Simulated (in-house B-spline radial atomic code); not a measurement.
Values are calculated unless marked as measured or tabulated.
# Softness against transferability: the 3s channel of Ni

Ni, [Ar] 3d8 4s2, non-relativistic LDA (VWN5), spherical and spin-unpolarised, from an all-electron radial atomic-structure program (B-spline basis) (atomic units). The all-electron 3s level is ε = -3.950718 hartree, its outermost node lies just inside 0.31 bohr and its outer maximum at 0.65 bohr.

Troullier-Martins pseudo-orbitals are made for several radii. The cutoffs (hartree) are the plane-wave energies beyond which the orbital holds less than the named kinetic energy per electron. The phase error is the difference, pseudo minus all-electron, of arctan(R P'/P) at R = 1.21 bohr for all radii, half a hartree below and above the level.

```
r_c (bohr)  V_l(0) (hartree)  cutoff for 10 mEh  for 1 mEh  for 0.1 mEh  phase error at ε − 0.5 (mrad)  at ε + 0.5 (mrad)
      0.49            -58.44                233      > 450        > 450                           -3.4               -0.6
      0.56             -9.92                135        331        > 450                           -1.8               -0.3
      0.65             10.63                 93        132          233                           -1.2               -0.2
      0.73              9.52               90.9        129          224                           -1.3               -0.2
      0.82              4.25               78.4        112          191                           -2.2               -0.4
      0.91              0.03               59.2       93.6          157                           -4.3               -0.7
```

Problem. Which radius needs the lowest cutoff for 1 mEh while both phase errors stay within 2.3 mrad?

Solution. The radii within that limit are 0.56, 0.65, 0.73, 0.82 bohr; of these r_c = 0.82 needs the least, 112 hartree, that is 224 Ry or 3048 eV.
